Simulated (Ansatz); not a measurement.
Ansatz (an electronic-structure program) input:

Ansatz 0.2 input:
```yaml
crystal:
  periodic: [false, false, false]
  atoms:
    - {symbol: Cl, position_ang: [-0.19477399, 0.86765626, -1.55739074]}
    - {symbol: C, position_ang: [-0.30337156, 0.04547374, 0.05466540]}
    - {symbol: Cl, position_ang: [-2.01233097, 0.15812473, 0.63518130]}
    - {symbol: C, position_ang: [0.73382375, 0.67083674, 1.00756751]}
    - {symbol: Si, position_ang: [1.92085478, -0.70793607, 0.45160101]}
    - {symbol: C, position_ang: [0.22824366, -1.39471216, -0.07996468]}
    - {symbol: H, position_ang: [0.42505603, 0.49963969, 2.03995741]}
    - {symbol: H, position_ang: [0.91577810, 1.72947671, 0.85657486]}
    - {symbol: H, position_ang: [2.63238300, -1.44472524, 1.52020345]}
    - {symbol: H, position_ang: [2.85718893, -0.36408549, -0.63676410]}
    - {symbol: H, position_ang: [-0.18918219, -2.00983231, 0.71869525]}
    - {symbol: H, position_ang: [0.03541847, -1.86723505, -1.03712993]}
basis:
  gaussian:
    orbitals: def2-TZVPD
hamiltonian:
  xc: {name: BHLYP}
magnetization: {spin_polarized: true, initial_magnetization: 2}
```

### Question
Predict the final energy.

### Answer
-1327.57695 Eh (BHLYP/def2-TZVPD). The basis has 300 functions.

This state (charge 0, triplet) is run at the relaxed geometry of the species with charge 0 and multiplicity 1, and is a spin state other than that species' own.
